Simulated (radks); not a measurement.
Task: Mg3+, configuration [He] 2s2 2p5 (the NIST ground configuration). Method: scalar-relativistic Kohn-Sham, r2SCAN, spin-polarised, spherical densities, finite nucleus; open shells are filled with parallel spins first; meta-GGA in the generalised Kohn-Sham scheme; Fermi nuclear charge, rms radius 3.057 fm; computed with a radial shooting solver on a logarithmic mesh with Libxc functionals. Some entries of the table are withheld. Estimate them.

| orbital | occ. | eigenvalue (eV) | <r> (bohr) | <1/r> (bohr^-1) |
|---|---|---|---|---|
| 1s up | 1 | -1327.173 | 0.1306 | 11.63 |
| 1s down | 1 | -1325.482 | 0.1304 | 11.64 |
| 2s up | 1 | -133.5369 | 0.6671 | 2.192 |
| 2s down | 1 | -130.2453 | 0.6725 | 2.170 |
| 2p up | 3 | (1) | (2) | 2.070 |
| 2p down | 2 | (3) | (4) | 2.047 |

Result: 
(1) 2p up eigenvalue (eV): -99.1694
(2) 2p up <r> (bohr): 0.6363
(3) 2p down eigenvalue (eV): -95.4264
(4) 2p down <r> (bohr): 0.6455
